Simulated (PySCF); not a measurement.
Species: C5H8F2Si.
Cartesian coordinates in Å at the PBE0-D3(BJ)/def2-SVP level; atoms count from 1:
```xyz
16
C5H8F2Si angstrom
F      2.919   -0.807    0.397
C      2.080   -0.104   -0.416
F      2.780    0.938   -0.946
Si     0.583    0.550    0.590
C     -0.715    1.232   -0.605
C     -1.671    0.068   -0.695
C     -1.542   -0.957    0.162
C     -0.442   -0.922    1.193
H      1.792   -0.771   -1.251
H      1.111    1.483    1.626
H     -1.216    2.137   -0.216
H     -0.296    1.513   -1.585
H     -2.468    0.075   -1.446
H     -2.233   -1.806    0.129
H     -0.844   -0.778    2.212
H      0.138   -1.860    1.223
```

The closed-shell ground state was solved at several levels (PySCF, density fitting, gas phase, non-relativistic).

```json
{"level": "PBE0/pcSseg-1", "basis functions": "183", "HOMO (eV)": "-7.33", "LUMO (eV)": "0.18", "gap (eV)": "7.51", "dipole (D)": "2.39"}
{"level": "PBE/pcSseg-1", "basis functions": "183", "HOMO (eV)": "-6.17", "LUMO (eV)": "-0.85", "gap (eV)": "5.32", "dipole (D)": "2.19"}
```

Question: What might B3LYP/def2-SVPD (234 basis functions) give for the same quantities?

Answer: HOMO -7.15 eV, LUMO -0.16 eV, gap 6.99 eV, dipole 2.58 D.

Question: Over all these levels, which gives the widest orbital gap and which the narrowest?

Answer: PBE0/pcSseg-1 (global hybrid, 25 % exact exchange) has the widest, 7.51 eV, and PBE/pcSseg-1 (GGA) the narrowest, 5.32 eV. The two share the basis. From the narrowest to the widest the HOMO moves by -1.16 eV and the LUMO by +1.03 eV.

Question: How far do the dipole and the HOMO energy spread over the levels?

Answer: The dipole runs from 2.19 to 2.58 D (mean 2.39 D) and the HOMO from -7.33 to -6.17 eV.

One conformer stands for the species.
